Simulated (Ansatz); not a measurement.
Gas-phase electronic energies from Ansatz, PBE0-D4/def2-TZVP geometries. CBS: MP2 limit from def2 TZ/QZ plus the TZ coupled-cluster correction, frozen cores. Functionals use def2-TZVPP. For Br, Se outer-core shells are correlated without core-valence functions, which leaves a few kJ/mol of doubt a bond. Scalar relativity is left out up to krypton. One conformer a species, not always the lowest.

Consider the formal exchange of groups at the Se–B bond: `ClBB[SeH]` + `[SiH3]Br` → `[SeH][SiH2]Br` + `BBCl`.

| species | r2SCAN0-D4 energy (Eh) |
| --- | --- |
| `ClBB[SeH]` | -2913.22969 |
| `[SiH3]Br` | -2865.44923 |
| `[SeH][SiH2]Br` | -5267.02490 |
| `BBCl` | -511.64226 |

Problem. Work out ΔE.

Solution. ΔE = (-5267.02490) + (-511.64226) − (-2913.22969) − (-2865.44923) = 0.01176 Eh = +30.9 kJ/mol. CCSD(T)/CBS gives +32.5 kJ/mol.

Largest T1 diagnostic among the species: 0.014.

From PBE to PBE0 (25 % exact exchange), in def2-TZVPP and without D4, ΔE moves by −3.7 kJ/mol. Leaving LDA and LC-ωPBE aside and taking each functional with its dispersion term where it has one, the values, not all of them listed here, spread over 9.3 kJ/mol, from BHLYP-D4 to PBE-D4. LDA lies +5.4 kJ/mol from PBE without D4. In def2-TZVPP, CCSD(T) changes the Hartree–Fock value by +15.8 kJ/mol (the triples alone add +2.9 kJ/mol) and MP2 by +13.2 kJ/mol.
